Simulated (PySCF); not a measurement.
## Assignment exercise: C$_{2}$H$_{8}$N$_{2}$Si$_{2}$

Geometry:
```
atom   x (Å)   y (Å)   z (Å)
  C1  -1.736   1.322  -1.862
  C2  -1.245   0.477  -1.161
 Si3  -0.531  -0.823  -0.042
  N4  -1.561  -1.353   1.240
  N5   0.818  -0.088   0.760
 Si6   2.191   0.684   0.050
  H7  -2.154   2.063  -2.482
  H8  -0.211  -2.019  -0.827
  H9  -1.793  -0.691   1.963
 H10  -2.385  -1.872   0.987
 H11   0.941  -0.394   1.712
 H12   3.119  -0.288  -0.547
 H13   2.854   1.397   1.144
 H14   1.693   1.585  -0.985
```

Fast rotation and ring inversion assumed for equivalent nuclei, no solvent model, a single conformation, relativity neglected. GFN2-xTB geometry; σ from GIAO-PBE0/pcSseg-1; PySCF 2.14.

Chemical shifts δ = σref − σ; TMS for 13C (σref 186.93) and 1H (σref 31.72), all at this level.

**Question.** Assign these signals to the numbered atoms. 13C{1H} NMR (computed): δ 99.5, 92.6.

**Answer.** 
| δ (ppm) | atoms | environment | reason |
| --- | --- | --- | --- |
| 99.5 | C1 | terminal alkyne carbon | sp carbons lie upfield of alkene carbons because the cylindrical π system leaves one tensor component strongly shielded |
| 92.6 | C2 | alkyne carbon | sp carbons lie upfield of alkene carbons because the cylindrical π system leaves one tensor component strongly shielded |

**Question.** Assign these signals to the numbered atoms. 1H NMR (600 MHz, computed): δ 4.96 (d, 1H), 4.81 (s, 3H), 1.91 (d, 1H), 0.53 (br s, 2H), -0.25 (br s, 1H).

**Answer.** 
4.96 → H8, hydrogen on a silicon bonded to C, 2 N
4.81 → H12/H13/H14, hydrogen on a silicon bonded to N
1.91 → H7, hydrogen on a terminal alkyne carbon: it lies on the axis of the triple bond, in its shielding cone
0.53 → H9/H10, hydrogen on a nitrogen bonded to Si: exchangeable, gas-phase position
-0.25 → H11, hydrogen on a nitrogen bonded to 2 Si: exchangeable; this is the value without hydrogen bonding to other molecules

OH/NH shifts are gas-phase values; hydrogen bonding in solution moves them, usually downfield. Shifts are as computed. Against solution values, carbons near 30 ppm lie about +3 ppm off and those near 130 ppm about +5 ppm. Of 1309 compounds with measured shifts, 239 miss one by over three times the rms of a fit or turn the order of signals round; such compounds aren't used in these exercises. No couplings were computed; multiplicities are counted from neighbouring protons, with m where these are inequivalent, close in shift, in a saturated or five-membered ring or joined by F or P, and br s for small geminal =CH2 splittings.
